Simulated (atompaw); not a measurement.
**PBE PAW (atompaw) dataset for oxygen (O), scalar-relativistic all-electron reference.**

atompaw 4.2.0.5 was run on this input:

```
O 8
GGA-PBE scalarrelativistic loggrid 1500 logderivrange -5 5 251
2 2 0 0 0 0
2 1 3
0 0 0
c
v
v
1
2.00 1.65 1.55 1.55
y
1.25
n
y
-0.1
n
custom polynom vanderbiltortho sinc
2 -0.5 troulliermartins
2.00
2.00
2.00
2.00
PWSCFOUT
UPFDX 0.0125d0 UPFXMIN -7.d0 UPFZMESH 8.d0
END
```

Command:

```bash
atompaw < O.input > O.log
```

The program printed (summary file):

```
Completed calculations for O (AE)

 Exchange-correlation type: GGA, Perdew-Burke-Ernzerhof

 Radial integration grid is logarithmic
 r0 =   9.4606701E-04 h =   7.5685361E-03   n =      1500 rmax =   8.0000000E+01

 Scalar relativistic calculation

 AEatom converged in  20 iterations
   nz     =   8.00
   delta  =       7.503880744788E-17

 All Electron Orbital energies:
  n  l      occupancy      energy
  1  0      2.0000000E+00 -3.9216388E+01
  2  0      2.0000000E+00 -2.9152297E+00
  2  1      3.0000000E+00 -1.7970375E+00

 Total energy
   Total                    :     -148.79604133169786

 ---
 Completed calculations for O (SC)

 Exchange-correlation type: GGA, Perdew-Burke-Ernzerhof

 Radial integration grid is logarithmic
 r0 =   9.4606701E-04 h =   7.5685361E-03   n =      1500 rmax =   8.0000000E+01

 Scalar relativistic calculation

 SCatom converged in   1 iterations
   nz     =   8.00
   delta  =       1.597107763730E-17

 Valence Electron Orbital energies:
  n  l      occupancy      energy
   2  0      2.0000000E+00 -2.9152297E+00
   2  1      3.0000000E+00 -1.7970375E+00

 Total energy
   Total                    :     -148.79604133282899
   Valence                  :      -39.94989827924790

 PAW parameters:
       lmax =            1
         rc =    2.0050914257480121
        irc =         1013
   rc_shape =    1.6592703692682738
    rc_vloc =    1.5499473334357516
    rc_core =    1.5499473334357516
   Vloc: Norm-conserving Troullier-Martins with l= 2;e=  -5.0000E-01
   Projector type: polynomial pseudization + Vanderbilt ortho.
   Sinc^2 compensation charge shape zeroed at   1.6593E+00

 Number of basis functions     4
 No.   n  nodes  l      Energy         Cp coeff         Occ
  1    2    1    0   -0.2915230E+01  0.1419068E+01  0.2000000E+01
  2  999    2    0    0.1250000E+01  0.2261383E+01  0.0000000E+00
  3    2    0    1   -0.1797037E+01 -0.2163424E+01  0.3000000E+01
  4  999    1    1   -0.1000000E+00 -0.4440830E+01  0.0000000E+00

 Eigenvalues of overlap operator (in the basis of projectors):
    1        1.65444513E+00
    2        2.71285889E+00
    3        1.44751367E+01
    4        2.68432407E+02

 Orbital leakage outside PAW augmentation regions
   orb  is_core?  %out_of_sphere
   1 0    T           0.00
   2 0    F           4.73
   2 1    F           7.89

 Summary of PAW energies
   Total valence energy     :    -39.94989882213570
   Smooth energy            :      4.56104289183401
   One center               :    -44.51094171396971
   Smooth kinetic           :      6.94295516185591
   Vloc energy              :     -3.34460275741453
   Smooth exch-corr         :     -2.80504483416474
   One-center xc            :    -12.85891395919674
```

The run took about 0.57 s on one core of a shared server CPU.
